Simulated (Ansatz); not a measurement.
Start from `N[Si@H](Cl)O[Si@@H](N)O` and change one atom or group to get `N[SiH](Cl)O[SiH3]`.

Ansatz, PBE0-D4/def2-TZVP geometries, multiplicity 1. Each molecule was computed in one conformer, which needn't be the lowest.

```
                                        property  `N[Si@H](Cl)O[Si@@H](N)O`
               LUMO energy (PBE/def2-TZVPP) / eV                       0.03
             HOMO–LUMO gap (PBE/def2-TZVPP) / eV                       6.20
             HOMO energy (B3LYP/def2-TZVPP) / eV                      -7.39
              LUMO energy (PBE0/def2-TZVPP) / eV                       0.86
size of the dipole moment (B3LYP/def2-TZVPP) / D                       0.95
           LUMO energy (ωB97M-V/def2-TZVPP) / eV                       2.27
```

(1) What does the change do to each property? (An estimate is asked.)

## Answers

(1) The calculation gave: 
```csv
property,`N[SiH](Cl)O[SiH3]`,shift
LUMO energy (PBE/def2-TZVPP) / eV,-0.70,-0.73
HOMO–LUMO gap (PBE/def2-TZVPP) / eV,5.86,-0.34
HOMO energy (B3LYP/def2-TZVPP) / eV,-7.75,-0.36
LUMO energy (PBE0/def2-TZVPP) / eV,0.17,-0.69
size of the dipole moment (B3LYP/def2-TZVPP) / D,1.58,0.63
LUMO energy (ωB97M-V/def2-TZVPP) / eV,1.82,-0.45
```

With PBE0 the HOMO falls by 0.37 eV and the LUMO falls by 0.69 eV, so the gap narrows by about 0.32 eV. PBE moves the HOMO by -0.39 eV and ωB97M-V by -0.33 eV. Dipoles are sizes alone; their direction can turn.

B3LYP here is the variant with VWN-RPA as its local correlation; programs differ in this.
